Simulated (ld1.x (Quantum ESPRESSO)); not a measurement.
# Hg: excitation energies, all-electron against TM

```json
{
 "Element": "mercury (Hg)",
 "Generator": "ld1.x (Quantum ESPRESSO) 7.5",
 "Type": "norm-conserving Troullier–Martins (Kleinman–Bylander form)",
 "Functional": "LDA (PZ)",
 "Relativity": "scalar-relativistic",
 "Frozen core": "[Xe] 4f14 5d10",
 "Valence charge": "2",
 "Reference configuration": "6s2 6p0",
 "Partial waves": "6p (bound, empty): rc 3.30 bohr; 6d channel at 0.2 Ry: rc 3.35 bohr; 6s (bound): rc 1.80 bohr",
 "Local potential": "the s channel",
 "Core correction": "a·sin(br)/r model core inside 1.65 bohr"
}
```

Energies are relative to the spin-unpolarised reference configuration 6s2 6p0; without spin polarisation the order of configurations can differ from experiment. Spin-polarised rows fill each open shell by Hund’s rule, majority spin first.

Task: Give the all-electron excitation energy and the error of the potential for: 6s1 6p0; 6s1.5 6p0; 6s1 6p1; 6s0 6p1; 6s0 6p2; 6s1 6p0 (spin-polarised); 6s1.5 6p0 (spin-polarised).

Result:

| valence configuration | charge | ΔE all-electron (eV) | error AE − PS (meV) |
| --- | --- | --- | --- |
| 6s1 6p0 | +1 | 11.048 | -235 |
| 6s1.5 6p0 | +0.5 | 4.526 | -53 |
| 6s1 6p1 | 0 | 6.163 | -70 |
| 6s0 6p1 | +1 | 18.587 | -493 |
| 6s0 6p2 | 0 | 12.801 | -258 |
| 6s1 6p0 (spin-polarised) | +1 | 10.887 | -245 |
| 6s1.5 6p0 (spin-polarised) | +0.5 | 4.490 | -54 |

Note: ghost state, extra bound levels that the all-electron valence spectrum of the same l lacks: d at -182.6 eV. A true bound ghost makes a file unfit for plane-wave use.
